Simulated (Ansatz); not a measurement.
A nudged elastic band was laid between two geometries of ClGaH₂ (4 atoms, charge 0, multiplicity 1).

Level of theory: Ansatz, UKS r2SCAN-D4/def2-SVP.

```json
{
  "movable images": "7",
  "climbing image": "yes",
  "spring": "5.0 eV/Å²",
  "optimiser": "quadratic models (default)",
  "start path": "through a guess of the saddle point",
  "force threshold": "0.05 eV/Å",
  "iteration limit": "60",
  "end points": "relaxed"
}
```

First end point:

```xyz
4
Properties=species:S:1:pos:R:3
Ga -0.176 0.074 -0.092
Cl 1.612 -0.683 0.846
H -0.103 0.195 -1.638
H -1.334 0.414 0.885
```

Last end point:

```xyz
4
Properties=species:S:1:pos:R:3
Ga -1.108 0.448 -0.349
Cl 1.748 -0.658 0.053
H 0.956 -0.268 -0.934
H -1.595 0.479 1.230
```

**Question.** Which bonds break or form, and what moves?

**Answer.** Bonds broken: Ga1–Cl2, Ga1–H3. Bonds formed: Cl2–H3. ClGaH2 becomes ClH + GaH.

**Question.** What energy profile does the band end with?

**Answer.** The run converged. The highest image is number 6 of 0 to 8, 2.31 eV above the first end and 0.18 eV above the last; the last end lies 2.13 eV above the first. A vibrational analysis at the climbing image gives one clearly imaginary mode, 754i cm⁻¹: a first-order saddle point. The orbitals were unrestricted but ended closed-shell.

```
image  path coordinate (Å)  energy (eV)  Ga1–Cl2 (Å)  Ga1–H3 (Å)  Cl2–H3 (Å)
    0                 0.00         0.00         2.16        1.55        3.14
    1                 0.24         0.09         2.16        1.54        2.89
    2                 0.48         0.38         2.18        1.53        2.63
    3                 0.73         0.90         2.23        1.52        2.36
    4                 0.97         1.57         2.34        1.52        2.11
    5                 1.21         2.12         2.47        1.57        1.88
    6                 1.46         2.31         2.60        1.67        1.64
    7                 1.76         2.18         2.81        1.94        1.39
    8                 2.07         2.13         3.09        2.26        1.32
```

**Question.** What is the geometry of the highest image?

**Answer.** 
```xyz
4
Properties=species:S:1:pos:R:3
Ga -0.743 0.415 -0.275
Cl 1.538 -0.756 0.169
H 0.659 -0.076 -1.042
H -1.454 0.416 1.149
```

**Question.** What are the harmonic wavenumbers there?

**Answer.** 754i, 269, 549, 563, 1515, 1861 cm⁻¹.

The run took 72 s on 2 threads of Intel(R) Xeon(R) 6975P-C (Granite Rapids) (shared host), peak memory 0.18 GiB.
